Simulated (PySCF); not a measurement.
**Nuclear quadrupole coupling in `N#Cc1csc(C(=O)F)c1`**

Compound: C₆H₂FNOS.
Structure used (GFN2-xTB), in Å, numbered top down from 1:
```
atom  x, y, z in Å
N1    -3.0132    2.1549   -0.2449
C2    -2.1964    1.3570   -0.1580
C3    -1.1840    0.3808   -0.0520
C4    -1.4330   -0.9682    0.0754
S5    -0.0108   -1.8950    0.1805
C6     0.9616   -0.4612    0.0530
C7     2.4024   -0.5753    0.0805
O8     3.0777   -1.5426    0.1824
F9     2.9903    0.6546   -0.0324
C10    0.1970    0.6726   -0.0648
H11   -2.3951   -1.4420    0.1103
H12    0.6046    1.6638   -0.1560
```

Field gradients from the PBE0/pcSseg-1 density (PySCF, non-relativistic), principal values in atomic units, ordered |Vxx| ≤ |Vyy| ≤ |Vzz|:

```tsv
atom	Vxx	Vyy	Vzz
N1	0.4283	0.5591	-0.9873
S5	-0.4877	-1.3114	1.7991
O8	0.5100	1.0124	-1.5224
```

Find the asymmetry η = (Vxx − Vyy)/Vzz and the couplings χ = eQV/h (234.96 MHz × Q in barn × V in au), with Q(14N) = 0.02044 b, Q(33S) = −0.0678 b, Q(17O) = −0.0256 b.

```tsv
atom	environment	nucleus	η	χzz (MHz)	χxx (MHz)	χyy (MHz)
N1	nitrile nitrogen	14N	0.13	-4.742	2.057	2.685
S5	thiophene-type sulfur	33S	0.46	-28.66	7.77	20.89
O8	carbonyl oxygen	17O	0.33	9.16	-3.07	-6.09
```

The tensor is traceless: Vxx + Vyy + Vzz = 0.

What is Vzz at O8 in SI units (1 au = 9.71736 × 10²¹ V/m²)?

-1.5224 au = -14.794 × 10²¹ V/m².

What couplings would deuterons (Q(2H) = 0.00286 b) have in place of the hydrogens, at this geometry?

| atom | bonded to | bond length (Å) | Vzz (au) | η | χzz (kHz) |
| --- | --- | --- | --- | --- | --- |
| H11 | C4 | 1.073 | 0.3359 | 0.08 | 226 |
| H12 | C10 | 1.076 | 0.3286 | 0.05 | 221 |

Geometry: GFN2-xTB, one conformer, isolated molecule. GFN2-xTB bond lengths can be off by several hundredths of an ångström, more for odd bonds, and the gradients follow them. The small basis limits the accuracy of the gradients.
